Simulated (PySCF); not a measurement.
C2H4N, charge +1. Atoms are numbered in the order given.

```xyz
7

C      0.0000     0.0000    -1.2658
C      0.0000     0.0000     0.1678
N      0.0000     0.0000     1.3058
H     -0.8952     0.5168    -1.6225
H      0.0000    -1.0337    -1.6225
H      0.8952     0.5168    -1.6225
H      0.0000     0.0000     2.3152
```
Charge +1, spin multiplicity 1.

Coordinates come from a B3LYP-D3(BJ)/def2-TZVP optimisation. The isomer is the one that the SMILES or the coordinates give; other isomers of the formula were not compared.

These are SMD-B3LYP/6-31G* (PySCF) values and carry that method's errors.

Solvation free energies are E(SMD) − E(gas) at the gas-phase geometry, for 1 M in both phases.

Question: Rank water, n-hexane, ethylethanoate by solvation free energy, most negative first.

Answer: water (-65.7 kcal/mol), ethylethanoate (-58.6 kcal/mol), n-hexane (-33.4 kcal/mol)
